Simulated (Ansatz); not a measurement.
Geometry optimisation of B2F2H6N2 (`F[B@H-]1[NH2+][B@@H-](F)[NH2+]1`).

```yaml
crystal:
  periodic: [false, false, false]
  atoms:
    - {symbol: F, position_ang: [-1.676289, -0.705591, 1.252857]}
    - {symbol: B, position_ang: [-0.342083, -0.470405, 0.962329]}
    - {symbol: N, position_ang: [0.052248, -1.044742, -0.489528]}
    - {symbol: B, position_ang: [0.545864, 0.438680, -0.875090]}
    - {symbol: F, position_ang: [-0.099435, 0.907357, -2.008028]}
    - {symbol: N, position_ang: [-0.108441, 1.043582, 0.466011]}
    - {symbol: H, position_ang: [0.470100, -0.801513, 1.822086]}
    - {symbol: H, position_ang: [0.749868, -1.794012, -0.523800]}
    - {symbol: H, position_ang: [-0.774162, -1.334376, -1.032718]}
    - {symbol: H, position_ang: [1.770695, 0.529580, -0.868256]}
    - {symbol: H, position_ang: [-0.995770, 1.533306, 0.279878]}
    - {symbol: H, position_ang: [0.484205, 1.642835, 1.048261]}
basis:
  gaussian: {orbitals: def2-TZVP}
hamiltonian: {xc: pbe0, dispersion: d4}
relax: {f_tol: 0.005, max_steps: 150}
```

```sh
$ ansatz run in.yaml --threads 4 --pin off --events-out ev --progress --plain --max-ram 10444MiB
```

Shortened log:

```
Functional definition: PBE0
mean field -9863.77363843 eV, -362.4869953065 hartree, gradient 3.7e-5 eV, S^2 0.000000; 0 other end points of the search recorded, 0 dependent functions left out
relax step   1: F+E_penalty+E_count = -9863.96063025 eV  Δ(F+E_penalty+E_count) = +0.000e0 eV  max|allowed force component| = 5.415e-1 eV/Å  Δτ_max = 0.0000 Å  (28 SCF iters, accepted)
mean field -9863.80957110 eV, -362.4883158076 hartree, gradient 6.0e-6 eV, S^2 0.000000; 0 other end points of the search recorded, 0 dependent functions left out
relax step   2: F+E_penalty+E_count = -9863.99697998 eV  Δ(F+E_penalty+E_count) = -3.635e-2 eV  max|allowed force component| = 1.442e-1 eV/Å  Δτ_max = 0.0176 Å  (32 SCF iters, accepted)
mean field -9863.81314816 eV, -362.4884472622 hartree, gradient 6.0e-6 eV, S^2 0.000000; 0 other end points of the search recorded, 0 dependent functions left out
relax step   3: F+E_penalty+E_count = -9864.00068270 eV  Δ(F+E_penalty+E_count) = -3.703e-3 eV  max|allowed force component| = 3.273e-2 eV/Å  Δτ_max = 0.0127 Å  (32 SCF iters, accepted)
mean field -9863.81321980 eV, -362.4884498949 hartree, gradient 5.9e-6 eV, S^2 0.000000; 0 other end points of the search recorded, 0 dependent functions left out
relax step   4: F+E_penalty+E_count = -9864.00077529 eV  Δ(F+E_penalty+E_count) = -9.259e-5 eV  max|allowed force component| = 8.072e-3 eV/Å  Δτ_max = 0.0025 Å  (31 SCF iters, accepted)
mean field -9863.81327633 eV, -362.4884519725 hartree, gradient 5.9e-6 eV, S^2 0.000000; 0 other end points of the search recorded, 0 dependent functions left out
relax step   5: F+E_penalty+E_count = -9864.00081030 eV  Δ(F+E_penalty+E_count) = -3.501e-5 eV  max|allowed force component| = 6.629e-3 eV/Å  Δτ_max = 0.0044 Å  (32 SCF iters, accepted)
mean field -9863.81330456 eV, -362.4884530099 hartree, gradient 5.9e-6 eV, S^2 0.000000; 0 other end points of the search recorded, 0 dependent functions left out
relax step   6: F+E_penalty+E_count = -9864.00082312 eV  Δ(F+E_penalty+E_count) = -1.282e-5 eV  max|allowed force component| = 5.498e-3 eV/Å  Δτ_max = 0.0039 Å  (32 SCF iters, accepted)
mean field -9863.81331258 eV, -362.4884533046 hartree, gradient 5.9e-6 eV, S^2 0.000000; 0 other end points of the search recorded, 0 dependent functions left out
relax step   7: F+E_penalty+E_count = -9864.00082632 eV  Δ(F+E_penalty+E_count) = -3.198e-6 eV  max|allowed force component| = 3.026e-3 eV/Å  Δτ_max = 0.0018 Å  (32 SCF iters, accepted)
mean field -9863.81331258 eV, -362.4884533046 hartree, gradient 5.9e-6 eV, S^2 0.000000; 1 other end points of the search recorded, 0 dependent functions left out
Total energy: -9864.00085970 eV, -362.4953455339 hartree
Atom 0 at    -1.656578    -0.706547     1.256484 Å, force     0.000534     0.000181    -0.000148 eV/Å
Atom 1 at    -0.334821    -0.466732     0.955436 Å, force    -0.002526    -0.000320     0.000025 eV/Å
Atom 2 at     0.047920    -1.036010    -0.487423 Å, force     0.001734     0.001796     0.001912 eV/Å
Atom 3 at     0.545641     0.434262    -0.865527 Å, force    -0.001792     0.000688    -0.001960 eV/Å
Atom 4 at    -0.083761     0.903054    -1.996585 Å, force     0.000373    -0.000145     0.000554 eV/Å
Atom 5 at    -0.112068     1.035830     0.460363 Å, force     0.003026    -0.002402     0.000119 eV/Å
Atom 6 at     0.471628    -0.787749     1.793345 Å, force     0.000279     0.000099    -0.000190 eV/Å
Atom 7 at     0.733936    -1.776517    -0.522078 Å, force    -0.000643    -0.000875    -0.000843 eV/Å
Atom 8 at    -0.768253    -1.318104    -1.021671 Å, force     0.000097    -0.000277    -0.000029 eV/Å
Atom 9 at     1.748952     0.519387    -0.848515 Å, force     0.000069    -0.000086     0.000405 eV/Å
Atom 10 at    -0.987054     1.516679     0.275138 Å, force    -0.000119    -0.000011     0.000073 eV/Å
Atom 11 at     0.471258     1.627148     1.035034 Å, force    -0.001033     0.001351     0.000081 eV/Å
Dipole moment:     0.161465    -0.018929     0.068683 e Å
```

Hardware: 4 threads of an Arm Neoverse V1 on a shared host. Wall time 28 s, peak host memory 0.57 GiB.
